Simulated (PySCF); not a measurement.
C4H8OP2.
Bonds: C1–P2, P2–C3, C3–C4 (triple), C4–P5, P2–C6, C6–O7. Hydrogens: H8, H9, H10 on C1; H11, H12 on P5; H13, H14 on C6; H15 on O7.

All values: PBE0/pcSseg-1 and wB97X-D/def2-SVPD (PySCF, non-relativistic), on one gas-phase PBE0-D3(BJ)/def2-SVP geometry that isn't relaxed in the solvent. The solvent is an IEF-PCM continuum (van der Waals radii × 1.2). Specific hydrogen bonds and non-electrostatic terms are outside this model.

Gas phase at PBE0/pcSseg-1: HOMO -6.72 eV, LUMO -0.48 eV, dipole 0.96 D.

**Question.** What does the continuum do to the energy, the frontier levels and the dipole at PBE0/pcSseg-1 in chloroform and acetonitrile?

**Answer.** 
```json
{"solvent": "chloroform", "ε": "4.711", "E(solvent) − E(gas) (kcal/mol)": "-5.19", "polarisation term (kcal/mol)": "-5.61", "distortion of the solute (kcal/mol)": "0.42", "HOMO (eV)": "-6.70", "LUMO (eV)": "-0.41", "dipole (D)": "1.26"}
{"solvent": "acetonitrile", "ε": "35.69", "E(solvent) − E(gas) (kcal/mol)": "-7.21", "polarisation term (kcal/mol)": "-8.04", "distortion of the solute (kcal/mol)": "0.83", "HOMO (eV)": "-6.72", "LUMO (eV)": "-0.40", "dipole (D)": "1.41"}
```

The first energy column is the sum of the next two and covers electrostatics alone. From chloroform to acetonitrile the lowering changes by a factor 1.39, Onsager's factor (ε − 1)/(2ε + 1) by 1.35 and ε itself by 7.6.

**Question.** Which Hirshfeld charges (PBE0/pcSseg-1) respond most in acetonitrile (means over atoms taken as equivalent)?

**Answer.** 
| atoms | environment | gas (e) | solvent (e) | change |
| --- | --- | --- | --- | --- |
| O7 | alcohol oxygen | -0.221 | -0.236 | -0.015 |
| H15 | hydroxyl hydrogen | +0.165 | +0.179 | +0.014 |
| P2 | phosphine phosphorus | +0.159 | +0.146 | -0.013 |
| H11/H12 | P–H hydrogen | -0.001 | +0.012 | +0.013 |
| C3 | alkyne carbon | -0.118 | -0.131 | -0.013 |
| C4 | alkyne carbon | -0.124 | -0.135 | -0.011 |
| P5 | phosphine phosphorus | +0.120 | +0.111 | -0.009 |
| H13/H14 | methylene hydrogen | +0.040 | +0.045 | +0.005 |
| H8/H9/H10 | methyl hydrogen | +0.046 | +0.048 | +0.002 |
| C6 | carbinol carbon (C–OH) | -0.038 | -0.036 | +0.002 |
| C1 | sp3 carbon bound to phosphorus | -0.159 | -0.159 | 0.000 |

**Question.** Which Mayer bond orders change most in acetonitrile?

**Answer.** 
```
  bond  length (Å)    gas  solvent  change
 C3–C4       1.225  2.825    2.804  -0.021
O7–H15       0.964  0.947    0.936  -0.011
 P2–C6       1.877  0.944    0.949  +0.005
 P2–C3       1.763  0.909    0.905  -0.004
 C6–O7       1.399  0.939    0.935  -0.004
 C1–P2       1.846  1.003    1.006  +0.003
 C1–H9       1.099  0.954    0.951  -0.003
P5–H11       1.429  0.942    0.939  -0.003
```

Gas phase at wB97X-D/def2-SVPD: HOMO -8.49 eV, LUMO 1.19 eV, dipole 0.77 D.

**Question.** What does the continuum do to the energy, the frontier levels and the dipole at wB97X-D/def2-SVPD in acetonitrile?

**Answer.** 
```json
{"solvent": "acetonitrile", "ε": "35.69", "E(solvent) − E(gas) (kcal/mol)": "-6.84", "polarisation term (kcal/mol)": "-7.84", "distortion of the solute (kcal/mol)": "1.00", "HOMO (eV)": "-8.50", "LUMO (eV)": "1.25", "dipole (D)": "1.24"}
```

**Question.** How does the static polarisability (wB97X-D/def2-SVPD, frozen core, with the continuum's full static response) change?

**Answer.** 
| medium | isotropic (au) | principal values (au) | ⟨r²⟩ of the electrons (bohr²) |
| --- | --- | --- | --- |
| gas | 112.3 | 83.4, 92.9, 160.7 | 1830.4 |
| acetonitrile | 157.4 | 123.5, 131.8, 216.9 | 1829.2 |

The isotropic value in acetonitrile is 1.40 times the gas-phase one; no cavity-field correction is applied. ⟨r²⟩ is taken about the centre of nuclear charge.

The values belong to the conformer `[CH3:1][P:2]([C:3]#[C:4][PH2:5])[CH2:6][OH:7]`: C1–P2–C6–O7 72°, H–O7–C6–P2 64°.

wB97X-D is run here without its empirical dispersion term; that term would change no orbital, density or response property at a fixed geometry.
